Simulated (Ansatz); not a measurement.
Born–Oppenheimer molecular dynamics of CH4AlFS (8 atoms, charge 0, multiplicity 1). It starts from a relaxed structure.

Method: RKS PBE-D4/def2-SVP (Ansatz 0.2.0).

```json
{
 "ensemble": "NVT, Nosé–Hoover chain",
 "time step": "0.5 fs",
 "steps asked": "150",
 "set temperature": "400 K",
 "thermostat": "time constant 50 fs, chain length 5",
 "seed": "964052"
}
```

First frame:

```xyz
8
Properties=species:S:1:pos:R:3
F -1.261 1.151 -0.041
C 0.130 1.070 0.154
Al 0.718 -0.834 -0.027
S -0.943 -2.205 -0.425
H 0.375 1.492 1.158
H 0.633 1.742 -0.583
H 2.221 -1.351 0.103
H -1.780 -1.123 -0.395
```

Q: How far do the bonds stretch over the last three quarters of this one trajectory? (Pairs bonded in most of those frames.)

A: 
| bond | mean (Å) | spread (Å) | shortest | longest |
| --- | --- | --- | --- | --- |
| F1–C2 | 1.405 | 0.030 | 1.36 | 1.45 |
| C2–Al3 | 1.993 | 0.035 | 1.93 | 2.03 |
| C2–H5 | 1.119 | 0.006 | 1.11 | 1.13 |
| C2–H6 | 1.119 | 0.023 | 1.08 | 1.16 |
| Al3–S4 | 2.186 | 0.039 | 2.14 | 2.27 |
| Al3–H7 | 1.616 | 0.089 | 1.47 | 1.74 |
| S4–H8 | 1.378 | 0.052 | 1.29 | 1.45 |

Mean temperature of the second half: 283 K. The conserved energy stayed within 0.31 meV per atom of its start (net change 0.31 meV per atom), so the integration is sound. The mean temperature of the second half is 29 % below the set value. A run of 0.075 ps of so small a system gives no equilibrium averages.

Time of the run: 7.7 min on 1 thread of Intel(R) Xeon(R) Platinum 8259CL CPU @ 2.50GHz (Skylake/Cascade Lake), on a shared host, peak memory 0.14 GiB.
